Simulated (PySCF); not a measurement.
# Radial density of As (arsenic, neutral)

UHF, [Ar] 3d10 4s1 4p3 5s1, high-spin 6S determinant (an excited configuration). All numbers are calculated (PySCF 2.14, scalar relativity through the core potential, in aug-cc-pVQZ-PP with ECP10MDF). This is the valence pseudo-density: the core potential removes the inner electrons and smooths the orbitals near the nucleus.

| r (bohr) | 4πr²ρ (e/bohr) | 4πr²(ρα − ρβ) |
| --- | --- | --- |
| 0.000936 | 2.790e-05 | 0.0000 |
| 0.00157 | 7.754e-05 | 0.0000 |
| 0.00265 | 0.0002101 | 0.0000 |
| 0.00446 | 0.0005459 | 0.0000 |
| 0.00749 | 0.001353 | 0.0001 |
| 0.0126 | 0.003071 | 0.0002 |
| 0.0212 | 0.006250 | 0.0004 |
| 0.0357 | 0.01269 | 0.0007 |
| 0.0600 | 0.05151 | 0.0008 |
| 0.101 | 0.4395 | -0.0009 |
| 0.170 | 3.128 | -0.0055 |
| 0.285 | 14.32 | 0.1027 |
| 0.480 | 30.71 | 0.3011 |
| 0.808 | 15.91 | 0.0098 |
| 1.36 | 3.532 | 1.7235 |
| 2.28 | 1.861 | 1.8216 |
| 3.84 | 0.4161 | 0.4160 |
| 6.46 | 0.1997 | 0.1997 |
| 10.9 | 0.005551 | 0.0056 |

Energies and moments cover only the electrons outside the core potential. The outer electron is Rydberg-like, and this basis confines it to a smaller radius and binds it less than a complete one would.

Question: Where is the radial spin density 4πr²(ρα − ρβ) most negative, and why is it negative at all?

Answer: Around r = 0.170 bohr, down to -0.0055 e/bohr: exchange with the open shell polarises the paired shells in an unrestricted calculation.
